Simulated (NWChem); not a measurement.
C$_{2}$H$_{2}$F$_{2}$; SMILES C(/F)=C/F

Program: NWChem. Structure relaxed at the B3LYP/6-31G* (spherical d) level. Level: B3LYP/def2-SVP with SMD (1 M gas to 1 M solution), gas-phase geometry.

```json
[
 {"solvent": "water", "dielectric constant": "78.4", "solvation free energy (kcal/mol)": "0.3", "cavity-dispersion-structure term (kcal/mol)": "4.2", "dipole in solution (D)": "2.82"},
 {"solvent": "chloroform", "dielectric constant": "4.71", "solvation free energy (kcal/mol)": "-2.1", "cavity-dispersion-structure term (kcal/mol)": "0.9", "dipole in solution (D)": "(withheld)"},
 {"solvent": "acetone", "dielectric constant": "20.5", "solvation free energy (kcal/mol)": "-2.3", "cavity-dispersion-structure term (kcal/mol)": "1.4", "dipole in solution (D)": "2.79"},
 {"solvent": "benzene", "dielectric constant": "2.27", "solvation free energy (kcal/mol)": "-1.2", "cavity-dispersion-structure term (kcal/mol)": "0.8", "dipole in solution (D)": "2.56"}
]
```

Task: Fill in the missing entries.

Result: 
- chloroform, dipole in solution (D): 2.69
